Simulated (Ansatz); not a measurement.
Species: H2Ga, SMILES `[GaH2]` (charge 0, multiplicity 2).

Question: Give a relaxed geometry from PBE0-D3(BJ)/def2-TZVP (Ansatz, a first-principles code).

Answer: the end point of this relaxation (outside a Z-matrix the atoms follow the SMILES, hydrogens last).
Cartesian coordinates (Å) in one orientation:
```xyz
3

Ga    -0.013     0.527     0.000
H      1.389    -0.230     0.000
H     -1.376    -0.297     0.000
```
